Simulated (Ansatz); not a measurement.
Gas-phase electronic energies from Ansatz, PBE0-D4/def2-TZVP geometries. CCSD(T)/CBS adds triple-zeta CCSD(T) − MP2 to the extrapolated MP2 energy (def2 sets, frozen cores). DFT in def2-TZVPP. B3LYP here is the variant with VWN-RPA as its local correlation; programs differ in this. def2 core potentials past Kr. For Te outer-core shells are correlated without core-valence functions, which leaves a few kJ/mol of doubt a bond. Each species was taken in one conformer, which may not be the lowest.

Consider the redistribution: `F[SiH2][TeH]` + `[SiH3]OC[SiH2]S` → `F[SiH2][SiH2]S` + `[SiH3]OC[TeH]`.

`F[SiH2][TeH]`:

Z-matrix (Å, degrees):
```
Si
Te 1 2.474
F 1 1.599 2 112.5
H 1 1.480 2 106.5 3 -118.1
H 1 1.479 2 110.5 3 119.5
H 2 1.657 1 91.2 3 -78.4
```

`[SiH3]OC[SiH2]S`:

Cartesian coordinates in Å:
```
Si -1.963 1.005 0.589
O -0.501 0.572 -0.037
C 0.315 -0.400 0.604
Si 1.864 -0.631 -0.450
S 1.312 -1.233 -2.420
H -1.796 1.588 1.949
H -2.854 -0.183 0.696
H -2.534 2.005 -0.341
H -0.216 -1.356 0.704
H 0.594 -0.072 1.616
H 2.705 -1.725 0.099
H 2.629 0.642 -0.457
H 0.447 -0.212 -2.554
```

`F[SiH2][SiH2]S`:

Cartesian coordinates in Å:
```
F -1.102 0.259 1.841
Si -1.111 0.722 0.299
Si 0.508 -0.558 -0.811
S 2.336 -0.434 0.300
H -2.487 0.517 -0.224
H -0.773 2.167 0.256
H 0.814 0.023 -2.144
H 0.056 -1.964 -0.994
H 1.760 -0.732 1.477
```

`[SiH3]OC[TeH]`:

Cartesian coordinates in Å:
```
Si 0.423 0.720 1.271
O 0.901 -0.506 0.271
C 0.384 -0.729 -0.996
Te -1.667 -1.453 -1.071
H 1.459 0.798 2.325
H -0.909 0.454 1.869
H 0.355 1.992 0.497
H 0.961 -1.518 -1.478
H 0.405 0.167 -1.622
H -2.311 0.076 -1.068
```

CCSD(T)/CBS gives +90.9 kJ/mol.

(1) Another level gave +78.8 kJ/mol. Which?
A. B3LYP-D4/def2-TZVPP
B. MP2/def2-TZVPP
C. HF/def2-TZVPP
D. PBE-D4/def2-TZVPP

Largest T1 diagnostic among the species: 0.012.

Answers

(1) D. PBE-D4 78.8, MP2/def2-TZVPP 98.5, B3LYP-D4 86.5, HF/def2-TZVPP 105.2 kJ/mol.

In def2-TZVPP, CCSD(T) changes the Hartree–Fock value by −14.6 kJ/mol (the triples alone add −2.8 kJ/mol) and MP2 by −6.7 kJ/mol. From PBE to PBE0 (25 % exact exchange), in def2-TZVPP and without D4, ΔE moves by +8.4 kJ/mol.
